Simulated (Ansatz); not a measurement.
Input for Ansatz (a first-principles code): R-r2SCAN/def2-TZVPPD on HBr (SMILES Br) with ghost functions, monomers drawn apart or pushed together. Files ending in .json are basis or fitting sets from the Basis Set Exchange.

Ansatz 0.2 input:
```yaml
crystal:
  periodic: [false, false, false]
  atoms:
    - {symbol: Br, position_ang: [0.08972313, -0.29885067, 4.36698340]}
    - {symbol: H, position_ang: [0.09528648, -0.31579668, 2.94138133]}
basis:
  gaussian:
    orbitals: def2-TZVPPD.json
    ghost_atoms:
      - {symbol: N, position_ang: [0.10233743, -0.33449021, 0.15443636]}
      - {symbol: N, position_ang: [0.10422743, -0.33848157, -0.93595964]}
hamiltonian:
  xc: {name: r2SCAN}
scf: {lower_state_search: off}
```

The head of its log:

```
WARN ansatz: RAYON_NUM_THREADS=1 ignored (pool sized by the plan → 1); use --threads N
Functional definition: r2SCAN
these checks for a lower state are left out or cut short: stability, starts, cluster_reference, orbital_swaps, neighbouring_geometries, increment
integrals: 0.05 GiB planned
833 factors; their error is unknown
mean field: 0.41 GiB planned
mean field evaluation 1: about -70062.1746 eV, gradient 7.7e0 eV
mean field evaluation 2: about -70062.2511 eV, gradient 4.8e0 eV
```

Give the final energy of this run.

-2574.7421 hartree.
